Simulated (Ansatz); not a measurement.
A nudged elastic band was laid between two geometries of H + H4Sn (6 atoms, charge 0, multiplicity 2).

The calculation used UKS BHLYP/def2-SVP in Ansatz 0.2.0.

| Item | Value |
| --- | --- |
| movable images | 5 |
| climbing image | yes |
| spring | 50.0 eV/Å² |
| optimiser | quadratic models (default) |
| start path | through a guess of the saddle point |
| force threshold | 0.03 eV/Å |
| iteration limit | 60 |
| end points | relaxed |

Image 0:

```xyz
6
Properties=species:S:1:pos:R:3
Sn 0.000 0.000 -0.222
H 0.000 0.000 1.484
H 1.609 0.000 -0.787
H -0.804 1.393 -0.788
H -0.804 -1.393 -0.788
H 0.000 0.000 4.303
```

Image 6:

```xyz
6
Properties=species:S:1:pos:R:3
Sn 0.000 0.000 -0.643
H 0.000 0.000 3.367
H 1.618 0.000 -1.214
H -0.808 1.401 -1.214
H -0.808 -1.401 -1.214
H 0.000 0.000 4.121
```

Question: Which bonds break or form, and what moves?

Answer: Bonds broken: Sn1–H2. Bonds formed: H2–H6. H + H4Sn becomes H2 + H3Sn.

Question: Give the energies along the band, and the barrier.

Answer: It converged. The highest image is number 2 of 0 to 6, 0.025 eV above the first end and 1.240 eV above the last; the last end lies 1.215 eV below the first. Another band between the same ends (5 images) ends at a top of the same energy, where a vibrational analysis finds 1 clearly imaginary mode.

```csv
image,path coordinate (Å),energy (eV),Sn1–H2 (Å),H2–H6 (Å)
0,0.00,0.000,1.71,2.82
1,0.53,0.006,1.71,2.24
2,1.06,0.025,1.73,1.64
3,1.70,-0.957,2.37,0.80
4,2.34,-1.159,2.92,0.76
5,2.97,-1.207,3.46,0.75
6,3.61,-1.215,4.01,0.75
```

Question: What is the geometry of the highest image?

Answer: 
```xyz
6
Properties=species:S:1:pos:R:3
Sn 0.000 0.000 -0.036
H 0.000 0.000 1.694
H 1.610 0.000 -0.596
H -0.804 1.394 -0.597
H -0.804 -1.394 -0.597
H 0.000 0.000 3.334
```

The band took 10 iterations and about 60 core-seconds.

Time of the run: 56 s on 1 thread of Intel(R) Xeon(R) 6975P-C (Granite Rapids) (shared host), peak memory 0.14 GiB.
